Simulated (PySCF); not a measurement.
Species: H7P3Si.
Atom-mapped SMILES: `[PH2:1][SiH:2]([PH2:3])[PH2:4]` (hydrogens: H5, H6 on P1; H7 on Si2; H8, H9 on P3; H10, H11 on P4)

Method: PBE0-D3(BJ)/def2-SVP geometry optimisation, gas phase in PySCF 2.14.0; density fitting, grid level 1; the optimiser is geomeTRIC in internal coordinates, started from a GFN2-xTB structure with every atom displaced at random (about 0.01 Å).

Step 0: E = -35833.3353 eV
```
atom  x, y, z in Å  |  force x, y, z in eV/Å
P1     -1.6864   -1.2484    0.5838   -1.592   1.637  -1.051
Si2    -0.1098   -0.1618   -0.6235    0.100   0.250   0.454
P3      1.9657   -0.8924   -0.1397    0.013  -0.556   0.160
P4     -0.2543    2.1031   -0.5155    0.024  -0.094  -0.437
H5     -1.0994   -1.0263    1.7975    0.670   0.320   1.330
H6     -1.1286   -2.4650    0.4352    0.878  -1.901  -0.288
H7     -0.3317   -0.5177   -2.0289   -0.126  -0.137  -0.522
H8      2.6293    0.1175   -0.8539    0.238   0.375  -0.415
H9      2.0890   -0.1728    1.0735   -0.095   0.081   0.316
H10    -1.6682    2.0932   -0.6247   -0.281   0.049  -0.230
H11    -0.3675    2.1448    0.8806    0.172  -0.022   0.683
```

**Question.** Estimate the geometry and energy of step 1. (The exact step hangs on the optimiser's Hessian estimate; all steps are aligned on step 0, rigid shifts and turns removed.)

**Answer.** E = -35833.5054 eV, largest force 0.568 eV/Å
```
atom  x, y, z in Å  |  force x, y, z in eV/Å
P1     -1.7070   -1.1919    0.5709    0.374  -0.368   0.218
Si2    -0.0964   -0.1611   -0.6525   -0.041  -0.024  -0.048
P3      1.9797   -0.9066   -0.1186    0.023   0.119  -0.018
P4     -0.2822    2.0955   -0.5042   -0.069  -0.003   0.135
H5     -1.0411   -0.9353    1.8328   -0.153  -0.089  -0.347
H6     -1.1235   -2.5166    0.4125   -0.186   0.454   0.098
H7     -0.3395   -0.5220   -2.0886    0.023   0.010   0.082
H8      2.6560    0.1111   -0.8710   -0.044  -0.065   0.053
H9      2.0377   -0.1663    1.1063   -0.027  -0.024  -0.044
H10    -1.7098    2.0809   -0.6340    0.065   0.001  -0.017
H11    -0.3358    2.0865    0.9307    0.036  -0.011  -0.112
```

The energy changes by -0.1702 eV. The first-order estimate −F·Δx gives -0.4720 eV and the mean of the old and new forces, exact on a quadratic surface, -0.1869 eV. The step makes an angle of 53° with the force vector and moves no atom by more than 0.114 Å.

The cost below is that of the whole optimisation. Time: 30 s; peak memory 0.45 GiB. Hardware: one thread of an Arm Neoverse V1, shared host.
